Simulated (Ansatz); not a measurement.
System: CaCl, net charge 0, doublet state. 
Structure (B3LYP-D3(BJ)/def2-TZVP (Ansatz, a first-principles code) minimum search):
SMILES: [Ca][Cl]
```xyz
2

Ca     0.0000     0.0000    -1.1231
Cl     0.0000     0.0000     1.3213
```
Charge 0, spin multiplicity 2.

Wanted: atomisation energy (electronic, to ground-state atoms), in kcal/mol. Cores are frozen in the correlated levels unless marked. UHF or UKS for open shells. Spin-orbit coupling is left out. Frozen are the shells of the preceding noble gas and the d and f shells that filled before the atom's block. The outer core of K, Ca and their heavier congeners is not correlated, a term that matters for these elements. Non-relativistic. 

```tsv
level	program	atomisation energy (kcal/mol)
PBE0-D3(BJ)/def2-TZVP	Ansatz + dftd3	101.4
BHLYP/def2-TZVPD	Ansatz	93.8
LC-wPBE-D3(BJ)/def2-TZVPD	Ansatz + dftd3	104.7
B2GP-PLYP-D3(BJ)/def2-TZVPD	Ansatz + dftd3	99.2
B2PLYP/def2-TZVPD	Ansatz	96.1
RI-MP2/def2-TZVPP	Ansatz	99.8
SCS-MP2/def2-SVPD	Ansatz	94.5
CCSD/def2-QZVPPD	Ansatz	94.5
CCSD(T)/STO-3G	Ansatz	43.1
```
